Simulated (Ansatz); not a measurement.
Several settings on one geometry of (H3Sn)2CH2 (CH8Sn2) (that of the charge 0 singlet, PBE0-D4/def2-SVP). Ansatz on 4 threads of Intel Xeon on a shared host; times are rough.

```xyz
11

Sn    1.2763    0.9272    0.9325
H     1.7629    2.5727    0.9875
H     0.6160    0.4835    2.4534
H     2.6395   -0.0593    0.6012
C    -0.2017    0.6344   -0.6076
Sn   -1.1591   -1.2959   -0.5788
H     0.0291   -2.5235   -0.4139
H    -2.0332   -1.5496   -2.0347
H    -2.2363   -1.3729    0.7538
H     0.2840    0.7739   -1.5860
H    -0.9775    1.4095   -0.5074
```

Totals from different functionals, basis sets or treatments of relativity can't be compared as stabilities.

In the def2 sets Sn takes a core potential; there is no spin–orbit coupling. B3LYP takes the VWN-RPA correlation. HSE06 is defined as in plane-wave codes, on full-range PBE exchange.

(1) Give the basis size and estimate the energy, ⟨S²⟩, dipole and time of these runs.

```tsv
run	method	charge	state	further keys
1	RKS revPBE0/def2-SVP	0	singlet	accuracy: high; forces asked
2	RKS B3LYP-D4/def2-mTZVPP	0	singlet	point_charges: [{charge: 1.00, position_ang: [5.235, -0.876, -0.357]}]; scf: {lower_state_search: light}
3	UKS HSE06/def2-mTZVPP	0	singlet	scf: {lower_state_search: off}; forces asked
4	RKS B3LYP5/def2-mTZVPP	0	singlet	scf: {lower_state_search: off}
```

## Answers

(1) 
```json
{"run": "1", "functions": "106", "energy (Eh)": "-471.4861", "⟨S²⟩": "–", "dipole (D)": "0.76", "wall time": "7.5 s"}
{"run": "2", "functions": "131", "energy (Eh)": "-471.6462", "⟨S²⟩": "–", "dipole (D)": "–", "wall time": "1.7 s"}
{"run": "3", "functions": "131", "energy (Eh)": "-471.4115", "⟨S²⟩": "0.00", "dipole (D)": "0.71", "wall time": "4.3 s"}
{"run": "4", "functions": "131", "energy (Eh)": "-471.4070", "⟨S²⟩": "–", "dipole (D)": "–", "wall time": "1.1 s"}
```
